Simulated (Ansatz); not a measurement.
Tuning the range parameter of LC-ωPBE so that −HOMO meets the ionisation energy; basis def2-TZVP, Ansatz. System: GeFH3 (GeH3F). The state is a singlet with charge 0. Geometry: PBE-D4/def2-TZVP. The ionised state is a doublet.

Geometry of the singlet:

```xyz
5

Ge   -0.095   -0.009    0.008
F     1.657    0.162   -0.130
H    -0.382   -1.526   -0.025
H    -0.695    0.734   -1.205
H    -0.485    0.640    1.353
```

```tsv
ω (1/bohr)	HOMO (eV)	LUMO (eV)	vertical IE (eV)	HOMO + IE (eV)
0.1	-9.62	0.27	11.86	2.24
0.15	-10.28	0.81	11.94	1.66
0.2	-10.85	1.23	12.05	1.20
0.3	-11.78	1.76	12.33	0.55
```

Where does the tuning condition hold?

Not within the range that was run.
